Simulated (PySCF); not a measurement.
**Level sweep**

Compound: phosphorus tribromide, PBr3.
InChI=1S/Br3P/c1-4(2)3

PySCF, dipoles from the SCF density, polarisabilities from static response with core orbitals frozen. Isolated species at its PBE0-D3(BJ)/def2-SVP geometry, gas phase. Relativistic effects, spin–orbit coupling among them, are left out although an element past zinc is present.

Problem. How do dipole and polarisability depend on functional and basis here?

Solution. 

| level | μ (D) | error (%) | α (au) | error (%) | anisotropy (au) |
| --- | --- | --- | --- | --- | --- |
| PBE0/6-31G* | 0.564 | -7.6 | 73.88 | -23.9 | 36.01 |
| PBE0/def2-SVP | 0.440 | -27.8 | 71.31 | -26.5 | 34.65 |
| PBE0/aug-cc-pVDZ | 0.397 | -35.0 | 92.73 | -4.4 | 34.54 |
| PBE0/def2-TZVP | 0.385 | -36.9 | 85.01 | -12.4 | 35.09 |
| PBE0/def2-TZVPD | 0.384 | -37.0 | 95.42 | -1.7 | 34.18 |
| PBE0/aug-cc-pVTZ | 0.396 | -35.0 | 95.25 | -1.8 | 34.25 |

Reference dipole: 0.610 D (measured, gas; NIST CCCBDB Release 22 (SRD 101), experimental dipoles). Reference polarisability: 14.380 Å³ (measured, gas; NIST CCCBDB Release 22 (SRD 101), experimental polarizabilities). The anisotropy is √(½[(α1 − α2)² + (α2 − α3)² + (α3 − α1)²]). For the dipole, the smallest error is 7.6% (PBE0/6-31G*) and the largest 37.0% (PBE0/def2-TZVPD). For the polarisability, the smallest error is 1.7% (PBE0/def2-TZVPD) and the largest 26.5% (PBE0/def2-SVP). The dipole runs from 0.38 D (PBE0/def2-TZVPD) to 0.56 D (PBE0/6-31G*). With PBE0 the polarisability is 76.73 au without diffuse functions (mean of 6-31G*, def2-SVP and def2-TZVP) and 94.47 au with them (mean of aug-cc-pVDZ, def2-TZVPD and aug-cc-pVTZ). Measured values can belong to vibrating molecules; the computed ones are for one fixed geometry.
